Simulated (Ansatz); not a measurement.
`[O]=[Nb]([F])([Cl])[Cl]` + HCl → `[O]=[Nb]([Cl])([Cl])[Cl]` + H–F at 400 K and 1 bar (ligand exchange at the Nb–F bond).

Calculated with Ansatz (gas phase, PBE0-D4/def2-TZVP geometries, no zero-point term in ΔE). CCSD(T)/CBS adds triple-zeta CCSD(T) − MP2 to the extrapolated MP2 energy (def2 sets, frozen cores). This one scheme is used for every species. def2 core potentials past Kr. For Nb outer-core shells are correlated without core-valence functions, which leaves a few kJ/mol of doubt a bond.

```json
{"species": "`[O]=[Nb]([F])([Cl])[Cl]`", "CCSD(T)/CBS energy (Eh)": "-1151.68753", "H − E (kJ/mol)": "50.2", "S (J/(mol·K))": "380.7"}
{"species": "HCl", "CCSD(T)/CBS energy (Eh)": "-460.38127", "H − E (kJ/mol)": "29.6", "S (J/(mol·K))": "195.4"}
{"species": "`[O]=[Nb]([Cl])([Cl])[Cl]`", "CCSD(T)/CBS energy (Eh)": "-1511.67317", "H − E (kJ/mol)": "49.1", "S (J/(mol·K))": "384.1"}
{"species": "H–F", "CCSD(T)/CBS energy (Eh)": "-100.39570", "H − E (kJ/mol)": "36.5", "S (J/(mol·K))": "182.2"}
```

H − E and S are ideal-gas, rigid-rotor, harmonic terms from PBE0-D4/def2-TZVP. 1 Eh = 2625.50 kJ/mol, R = 8.31446 J/(mol·K).

Question: By hand: ΔE, ΔH, ΔS and ΔG.

Answer: ΔE = (-1511.67317) + (-100.39570) − (-1151.68753) − (-460.38127) = -0.00007 Eh = -0.2 kJ/mol. Δ(H − E) = 49.1 + 36.5 − 50.2 − 29.6 = 5.8, so ΔH = 5.6 kJ/mol. ΔS = 384.1 + 182.2 − 380.7 − 195.4 = -9.8 J/(mol·K). ΔG = 5.6 − 400 × (-9.8)/1000 = 9.5 kJ/mol.

Question: By hand: the equilibrium constant, and the temperature at which ΔG would vanish if ΔH and ΔS stayed fixed.

Answer: log₁₀ K = −ΔG/(RT ln 10) = -1.2. ΔH and −TΔS have one sign here, so there is no such temperature.

TΔS isn't small against ΔH here. A doubt of 5 kJ/mol in ΔE shifts log₁₀ K by 0.7 here. These are equilibria of isolated gas molecules and say nothing of rates. Largest T1 diagnostic: 0.021 (customary marks: 0.02 for closed shells, 0.045 for open ones).
